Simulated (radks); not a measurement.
Question: Ar, 18 electrons, occupied as [He] 2s2 2p4 3s2 3p6 4s2 (not the ground configuration). Calculated with a radial shooting solver on a logarithmic mesh with Libxc functionals: scalar-relativistic Kohn-Sham, LDA (Slater exchange, Perdew-Wang correlation), spin-unpolarised, spherical densities, point nucleus. Some entries of the table are withheld. Estimate them.

orbital  occ.  eigenvalue (hartree)  <r> (bohr)
1s          2             -118.0521         (1)
2s          2                   (2)      0.4000
2p          4                   (3)      0.3567
3s          2              -1.58215         (4)
3p          6              -1.00628         (5)
4s          2                   (6)       4.123

Answer: 
(1) 1s <r> (bohr): 0.08584
(2) 2s eigenvalue (hartree): -13.25585
(3) 2p eigenvalue (hartree): -11.03214
(4) 3s <r> (bohr): 1.230
(5) 3p <r> (bohr): 1.321
(6) 4s eigenvalue (hartree): -0.13715
